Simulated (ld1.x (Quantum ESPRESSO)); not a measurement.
ruthenium (Ru), PAW: configuration errors across variants

| Quantity | Value |
| --- | --- |
| Element | Ru (Z = 44) |
| Generator | ld1.x (Quantum ESPRESSO) 7.5 |
| Type | PAW |
| Functional | LDA (PZ) |
| Relativity | fully relativistic |
| Frozen core | [Kr] |
| Valence charge | 8 |
| Reference configuration | 4d7 5s1 5p0 |
| Partial waves | 5s (bound): rcut 2.45, rcutus 2.80 bohr; 5s channel at 2.6 Ry: rcut 2.45, rcutus 2.80 bohr; 5p (bound, empty): rcut 2.75, rcutus 3.15 bohr; 5p channel at 0.5 Ry: rcut 2.75, rcutus 3.15 bohr; 4d (bound): rcut 1.50, rcutus 2.05 bohr; 4d channel at 1.4 Ry: rcut 1.50, rcutus 2.05 bohr |
| Local potential | all-electron potential smoothed inside 2.90 bohr (lloc = -2) |
| Core correction | Bessel-smoothed model core inside 1.55 bohr |
| Augmentation charge | GAUSS, radius 1.20 bohr |

Open shells are filled in proportion to 2j + 1 (rel_dist='average').

All-electron excitation energies from the reference (eV): (1) 4d7 5s0 5p0 7.615; (2) 4d6 5s0 5p0 26.052; (3) 4d5 5s0 5p0 56.897; (4) 4d7 5s0 5p1 3.581; (5) 4d6 5s2 5p0 1.614; (6) 4d6 5s1 5p1 5.654; (7) 4d4 5s0 5p0 101.605.

2 further variants failed, have other tests or too few solved ones, and are left out.

A true bound ghost makes a file unfit for plane-wave use even where its test errors are small: the radial tests pick states by their node count and pass the ghost by. Where a test does run into it, the solver fails or the error is huge.

Errors AE − PS in meV (a dash: test not solved or not reliable):

```tsv
change	(1)	(2)	(3)	(4)	(5)	(6)	(7)	bound ghosts
base	-1.0	-57	-380	-0.3	-26	-35	-1221	not determined
all radii but the core radius scaled by about 1.30 (s 3.66, p 4.10, d 2.68 bohr, rcut 3.20/3.58/1.96); local potential all-electron potential smoothed inside 3.78 bohr (lloc = -2); augmentation GAUSS, radius 1.56 bohr	-1.7	-56	-427	+1.9	+81	-18	-1501	not determined
wave 5s channel at 2.6 Ry: rcut 2.45, rcutus 2.80 bohr becomes 5s channel at 0.37 Ry: rcut 2.45, rcutus 2.80 bohr	-1.0	-57	-380	-0.3	-18	-33	-1221	not determined
local potential all-electron potential smoothed inside 1.16 bohr (lloc = -2)	+305	+439	+346	+97	+144	–	-269	not determined
waves 5p (bound): rcut 2.75, rcutus 3.40 bohr; 5p channel at 0.5 Ry: rcut 2.75, rcutus 3.40 bohr	-1.0	-57	-380	-0.6	-26	-33	-1221	not determined
local potential all-electron potential smoothed inside 1.55 bohr (lloc = -1)	+75	+33	-311	+20	+43	–	–	not determined
```

(1) Give the same row for: type RRKJ; waves now 5s (bound): rc 2.80 bohr; 5p (bound): rc 3.15 bohr; 4d (bound): rc 2.05 bohr; local potential the d channel; rho0 0.01.

Results:

(1) -5.5, -60, -363, –, -47, –, -1103; bound ghosts: s, p3/2, p1/2. Not counted: 4d7 5s0 5p1 (solver errors, printed error -2.1 eV); 4d6 5s1 5p1 (solver errors, printed error -2.4 eV).
